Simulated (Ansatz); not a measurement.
Consider the ligand exchange at a Zr–O bond: `[CH3][Zr]([OH])([F])[F]` + H–F → `[CH3][Zr]([F])([F])[F]` + H₂O.

Program: Ansatz. Geometries: PBE0-D4/def2-TZVP. ΔE: electronic, gas phase. CBS: MP2 limit from def2 TZ/QZ plus the TZ coupled-cluster correction, frozen cores. This one scheme is used for every species. Functionals use def2-TZVPP. B3LYP here is the variant with VWN-RPA as its local correlation; programs differ in this. HSE06 is defined as in plane-wave codes. Elements past krypton have def2 core potentials. For Zr outer-core shells are correlated without core-valence functions, which leaves a few kJ/mol of doubt a bond. One conformer a species, not always the lowest.

Question: Is it downhill or uphill in electronic energy at CCSD(T)/CBS, and by how much? (Best estimate.)

Answer: The calculation gave: Downhill: ΔE = -10.0 kcal/mol.

Question: What do these levels give: r2SCAN-D4, B97M-V, r2SCANh-D4, PBE-QIDH, r2SCAN, B3LYP, r2SCANh, HSE06, CAM-B3LYP, CCSD(T)/def2-SVP, CCSD(T)/def2-TZVPP, HF/def2-QZVPP? (An estimate is asked.)

Answer: Ansatz gave: r2SCAN-D4 -12.3, B97M-V -12.8, r2SCANh-D4 -11.8, PBE-QIDH -10.4, r2SCAN -12.4, B3LYP -12.0, r2SCANh -12.0, HSE06 -11.6, CAM-B3LYP -11.7, CCSD(T)/def2-SVP -9.9, CCSD(T)/def2-TZVPP -9.9, HF/def2-QZVPP -11.7 kcal/mol.

Largest T1 diagnostic among the species: 0.017.

From r2SCAN to r2SCAN0 (25 % exact exchange), in def2-TZVPP and without D4, ΔE moves by +1.0 kcal/mol. Leaving LDA and LC-ωPBE aside and taking each functional with its dispersion term where it has one, the values spread over 2.4 kcal/mol, from B97M-V to PBE-QIDH. LDA lies +2.0 kcal/mol from PBE without D4. In def2-TZVPP, CCSD(T) changes the Hartree–Fock value by +1.4 kcal/mol (the triples alone add +0.1 kcal/mol) and MP2 by +2.1 kcal/mol.
